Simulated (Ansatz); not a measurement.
Molecule: CH₃Cl₅Si₂, net charge 0, singlet state. 
Coordinates optimised at B3LYP-D3(BJ)/def2-TZVP (Ansatz, a quantum-chemistry and plane-wave program):
```xyz
11

Cl    -1.8382     1.4094    -1.2058
Si    -1.8065    -0.3512    -0.1548
Cl    -3.4940    -0.4677     1.0163
C     -0.3168    -0.4189     0.9611
Si     1.3471    -0.1605     0.1909
Cl     1.4434    -1.1117    -1.6213
Cl     1.7264     1.8263    -0.0825
Cl     2.8052    -0.9367     1.4019
H     -1.8424    -1.4648    -1.1096
H     -0.3163    -1.4090     1.4282
H     -0.4373     0.3161     1.7614
```

Basis-set convergence of Hartree-Fock and CCSD(T) correlation energies (hartree) with Ansatz. Valence correlation only, unless marked. Spin-orbit coupling is left out. No relativistic terms.

```json
[
 {"basis": "aug-cc-pV(D+d)Z", "functions": "274", "E(HF)": "-2915.33206", "E(corr, CCSD(T))": "-1.21242"},
 {"basis": "aug-cc-pV(T+d)Z", "functions": "500", "E(HF)": "?", "E(corr, CCSD(T))": "?"}
]
```

Question: Complete the blanks.

Answer: 
- aug-cc-pV(T+d)Z, E(HF): -2915.43908
- aug-cc-pV(T+d)Z, E(corr, CCSD(T)): -1.53417
